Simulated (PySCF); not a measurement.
**Fractional electron number in Rh²⁺ (rhodium, charge +2)**

The 4d beta orbital of [Kr] 4d7 is emptied in steps (occupation f), with all orbitals relaxed, ending at [Kr] 4d6. Computed with PySCF 2.14 in def2-TZVPPD with the def2 core potential (28 electrons), with a scalar-relativistic core potential. The exact energy is a straight line in f; departures are measured from the line between the end points of the same method.

```json
{"f": "1", "PBE0 (eV)": "0.000", "r2SCAN (eV)": "0.000", "LC-wPBE (eV)": "0.000"}
{"f": "0.75", "PBE0 (eV)": "-0.835", "r2SCAN (eV)": "-1.130", "LC-wPBE (eV)": "-0.289"}
{"f": "0.5", "PBE0 (eV)": "-1.115", "r2SCAN (eV)": "-1.507", "LC-wPBE (eV)": "-0.387"}
{"f": "0.25", "PBE0 (eV)": "-0.836", "r2SCAN (eV)": "-1.127", "LC-wPBE (eV)": "-0.290"}
{"f": "0", "PBE0 (eV)": "0.000", "r2SCAN (eV)": "0.000", "LC-wPBE (eV)": "0.000"}
```

```json
{"method": "PBE0", "E(f=0) − E(f=1) (eV)": "31.060", "−ε at f=1 (eV)": "26.623", "−ε at f=0.5 (eV)": "31.055"}
{"method": "r2SCAN", "E(f=0) − E(f=1) (eV)": "30.920", "−ε at f=1 (eV)": "24.901", "−ε at f=0.5 (eV)": "30.928"}
{"method": "LC-wPBE", "E(f=0) − E(f=1) (eV)": "31.018", "−ε at f=1 (eV)": "29.485", "−ε at f=0.5 (eV)": "31.015"}
```

Orbital energy along the path (eV):

```
   f     PBE0   r2SCAN  LC-wPBE
   1  -26.623  -24.901  -29.485
0.75  -28.826  -27.903  -30.241
 0.5  -31.055  -30.928  -31.015
0.25  -33.292  -33.945  -31.792
   0  -35.512  -36.895  -32.558
```

Reference removal energy between the ground levels: 31.06 eV (semi-empirical (NIST evaluation); NIST Atomic Spectra Database, ionization energies). The calculation has no spin-orbit coupling. The determinant left behind need not be the lowest term of the ion.
